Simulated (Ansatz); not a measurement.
Computed with Ansatz.

CH5CuO2, SMILES `C[O][Cu-][OH2+]` at its PBE0-D4/def2-TZVP geometry, where that method's forces vanish. Charge 0, multiplicity 1.

| atom | x (Å) | y (Å) | z (Å) |
| --- | --- | --- | --- |
| C1 | -1.644 | -0.297 | 1.039 |
| O2 | -0.699 | 0.666 | 0.718 |
| Cu3 | 0.678 | 0.329 | -0.357 |
| O4 | 2.218 | 0.098 | -1.510 |
| H5 | -2.396 | 0.143 | 1.713 |
| H6 | -2.196 | -0.686 | 0.166 |
| H7 | -1.227 | -1.172 | 1.565 |
| H8 | 2.210 | 0.680 | -2.277 |
| H9 | 3.056 | 0.239 | -1.057 |

For each bond, give half the difference of the two atoms' forces along it (eV/Å; positive pushes the atoms apart) under PBE-D4, r2SCAN-D4, B3LYP-D4, ωB97M-V in def2-TZVPP. (Best estimate.)

The calculation gave: 
```json
{"bond": "C1–O2", "length (Å)": "1.387", "PBE-D4": "0.54", "r2SCAN-D4": "0.49", "B3LYP-D4": "0.36", "ωB97M-V": "0.31"}
{"bond": "C1–H5", "length (Å)": "1.102", "PBE-D4": "0.09", "r2SCAN-D4": "-0.06", "B3LYP-D4": "-0.13", "ωB97M-V": "-0.17"}
{"bond": "C1–H6", "length (Å)": "1.104", "PBE-D4": "-0.01", "r2SCAN-D4": "-0.11", "B3LYP-D4": "-0.11", "ωB97M-V": "-0.12"}
{"bond": "C1–H7", "length (Å)": "1.104", "PBE-D4": "-0.01", "r2SCAN-D4": "-0.11", "B3LYP-D4": "-0.11", "ωB97M-V": "-0.12"}
{"bond": "O2–Cu3", "length (Å)": "1.778", "PBE-D4": "-0.12", "r2SCAN-D4": "-0.26", "B3LYP-D4": "-0.01", "ωB97M-V": "-0.04"}
{"bond": "Cu3–O4", "length (Å)": "1.938", "PBE-D4": "-0.17", "r2SCAN-D4": "-0.05", "B3LYP-D4": "0.00", "ωB97M-V": "0.04"}
{"bond": "O4–H8", "length (Å)": "0.963", "PBE-D4": "0.42", "r2SCAN-D4": "0.09", "B3LYP-D4": "0.02", "ωB97M-V": "-0.07"}
{"bond": "O4–H9", "length (Å)": "0.963", "PBE-D4": "0.42", "r2SCAN-D4": "0.09", "B3LYP-D4": "0.02", "ωB97M-V": "-0.07"}
```

B3LYP here is the variant with VWN-RPA as its local correlation; programs differ in this.
